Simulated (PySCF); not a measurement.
# Correlation energy of Pd²⁺ (palladium, charge +2)

[Kr] 4d7 5p1, one real determinant (an excited configuration). Calculation: PySCF 2.14, in x2c-TZVPPall (8s6p6d2f1g, 79 functions); the spin-free X2C one-electron Hamiltonian (Gaussian nucleus). Frozen: [Ar] 3d10; 16 electrons correlated.

```csv
level,correlation energy (mhartree)
CCSD,-467.58
(T),-10.18
CCSD(T),-477.76
```

Diagnostics: T1 = 0.010, D1 = 0.0419, largest double amplitude 0.036.

The real determinant used has ⟨L²⟩ near 14 against 20 for a pure G term, so it mixes terms.

Cost of the coupled-cluster step: about 60 core-seconds, for 16 correlated electrons.

Iterations:

```
CC2 = 0
CCSD nocc = (np.int64(10), np.int64(6)), nmo = (65, 65)
frozen orbitals [[0, 1, 2, 3, 4, 5, 6, 7, 8, 9, 10, 11, 12, 13], [0, 1, 2, 3, 4, 5, 6, 7, 8, 9, 10, 11, 12, 13]]
max_cycle = 100
direct = 0
conv_tol = 1e-08
conv_tol_normt = 1e-06
diis_space = 8
diis_start_cycle = 0
Init t2, MP2 energy = -0.462645593924828
Init E_corr(UCCSD) = -0.462645593953557
cycle = 1  E_corr(UCCSD) = -0.460974232598391  dE = 0.00167136136  norm(t1,t2) = 0.0404453
cycle = 2  E_corr(UCCSD) = -0.466554609808762  dE = -0.00558037721  norm(t1,t2) = 0.012001
cycle = 3  E_corr(UCCSD) = -0.467191121237442  dE = -0.000636511429  norm(t1,t2) = 0.00696087
cycle = 4  E_corr(UCCSD) = -0.467543565008304  dE = -0.000352443771  norm(t1,t2) = 0.00417071
cycle = 5  E_corr(UCCSD) = -0.467528521482006  dE = 1.50435263e-05  norm(t1,t2) = 0.00437803
cycle = 6  E_corr(UCCSD) = -0.467421451269666  dE = 0.000107070212  norm(t1,t2) = 0.022019
cycle = 7  E_corr(UCCSD) = -0.467505229950337  dE = -8.37786807e-05  norm(t1,t2) = 0.0018453
cycle = 8  E_corr(UCCSD) = -0.467588600946125  dE = -8.33709958e-05  norm(t1,t2) = 0.00141093
cycle = 9  E_corr(UCCSD) = -0.46752309094125  dE = 6.55100049e-05  norm(t1,t2) = 0.00109783
cycle = 10  E_corr(UCCSD) = -0.467548140554022  dE = -2.50496128e-05  norm(t1,t2) = 0.000696044
cycle = 11  E_corr(UCCSD) = -0.467572556326508  dE = -2.44157725e-05  norm(t1,t2) = 0.000440184
cycle = 12  E_corr(UCCSD) = -0.467581333721521  dE = -8.77739501e-06  norm(t1,t2) = 0.000285515
cycle = 13  E_corr(UCCSD) = -0.46757758144994  dE = 3.75227158e-06  norm(t1,t2) = 0.000171791
cycle = 14  E_corr(UCCSD) = -0.46757614827303  dE = 1.43317691e-06  norm(t1,t2) = 8.35741e-05
cycle = 15  E_corr(UCCSD) = -0.467575558053155  dE = 5.90219875e-07  norm(t1,t2) = 0.000897704
cycle = 16  E_corr(UCCSD) = -0.467576828819955  dE = -1.2707668e-06  norm(t1,t2) = 4.97401e-05
cycle = 17  E_corr(UCCSD) = -0.467577218126988  dE = -3.89307033e-07  norm(t1,t2) = 1.18978e-05
cycle = 18  E_corr(UCCSD) = -0.467577552958302  dE = -3.34831315e-07  norm(t1,t2) = 8.30026e-06
cycle = 19  E_corr(UCCSD) = -0.467577572470209  dE = -1.95119069e-08  norm(t1,t2) = 5.89714e-06
cycle = 20  E_corr(UCCSD) = -0.467577537955524  dE = 3.45146849e-08  norm(t1,t2) = 3.55724e-06
cycle = 21  E_corr(UCCSD) = -0.467577602375461  dE = -6.44199366e-08  norm(t1,t2) = 2.59606e-06
cycle = 22  E_corr(UCCSD) = -0.467577639558653  dE = -3.71831916e-08  norm(t1,t2) = 1.97407e-06
cycle = 23  E_corr(UCCSD) = -0.467577655262793  dE = -1.570414e-08  norm(t1,t2) = 1.63117e-06
cycle = 24  E_corr(UCCSD) = -0.467577656702916  dE = -1.44012313e-09  norm(t1,t2) = 6.84819e-06
cycle = 25  E_corr(UCCSD) = -0.467577651937672  dE = 4.76524392e-09  norm(t1,t2) = 1.7159e-06
cycle = 26  E_corr(UCCSD) = -0.467577652890488  dE = -9.52816492e-10  norm(t1,t2) = 8.64875e-07
UCCSD converged
E(UCCSD) = -5041.88190163093  E_corr = -0.4675776528904883
UCCSD(T) correction = -0.0101791809584715
```

The reference is one real determinant that mixes LS terms of this configuration.

This basis was not built for core-valence correlation, so the inner-shell part is incomplete.
